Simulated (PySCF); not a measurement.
diiodomethane (CH₂I₂), singlet, at a GFN2-xTB geometry (core potentials on I). Base run: PySCF with DF-PBE/def2-SV(P).

PySCF was given this input:
```python
from pyscf import gto, scf, dft

mol = gto.M(
    atom='''
I    -1.80131757    0.10352545    0.01056948
C    -0.00641288   -1.07119395    0.02814670
I     1.80242387    0.08126803   -0.01542511
H    -0.00348778   -1.66000468    0.93782473
H    -0.01666866   -1.70688575   -0.84935629
''',
    basis='def2-sv(p)',
    ecp={'I': 'def2-sv(p)'},
    verbose=4,
)

mf = dft.RKS(mol)
mf.xc = 'pbe'
mf = mf.density_fit(auxbasis='def2-universal-jkfit')
mf.kernel()
```

The base run was repeated with changes; each row names its change, and settings that it needs were set with it.

```json
[
 {"change": "base", "basis functions": "70", "E (Eh)": "-634.58321", "HOMO (eV)": "-6.12", "HOMO-LUMO gap (eV)": "3.47", "dipole (D)": "1.07", "core-seconds (rough)": "5"},
 {"change": "basis = LANL2DZ", "basis functions": "29", "E (Eh)": "-62.01677", "HOMO (eV)": "-6.28", "HOMO-LUMO gap (eV)": "3.51", "dipole (D)": "1.32", "core-seconds (rough)": "2"},
 {"change": "basis = def2-SVP", "basis functions": "76", "E (Eh)": "-634.58764", "HOMO (eV)": "-6.12", "HOMO-LUMO gap (eV)": "3.47", "dipole (D)": "1.07", "core-seconds (rough)": "5"},
 {"change": "basis = def2-SVPD", "basis functions": "…", "E (Eh)": "…", "HOMO (eV)": "-6.26", "HOMO-LUMO gap (eV)": "…", "dipole (D)": "…", "core-seconds (rough)": "10"},
 {"change": "basis = def2-TZVP", "basis functions": "143", "E (Eh)": "-634.65579", "HOMO (eV)": "-6.25", "HOMO-LUMO gap (eV)": "3.45", "dipole (D)": "1.13", "core-seconds (rough)": "10"},
 {"change": "basis = def2-TZVPP", "basis functions": "…", "E (Eh)": "…", "HOMO (eV)": "-6.25", "HOMO-LUMO gap (eV)": "3.45", "dipole (D)": "…", "core-seconds (rough)": "20"},
 {"change": "basis = def2-TZVPD", "basis functions": "173", "E (Eh)": "-634.65644", "HOMO (eV)": "-6.26", "HOMO-LUMO gap (eV)": "3.41", "dipole (D)": "1.10", "core-seconds (rough)": "20"}
]
```

Q: Fill in the missing entries.

A: 
- basis = def2-SVPD, basis functions: 106
- basis = def2-SVPD, E (Eh): -634.59447
- basis = def2-SVPD, HOMO-LUMO gap (eV): 3.42
- basis = def2-SVPD, dipole (D): 1.06
- basis = def2-TZVPP, basis functions: 159
- basis = def2-TZVPP, E (Eh): -634.65663
- basis = def2-TZVPP, dipole (D): 1.12

Totals compare only among sets that treat the same electrons; sets with core potentials leave the core out.
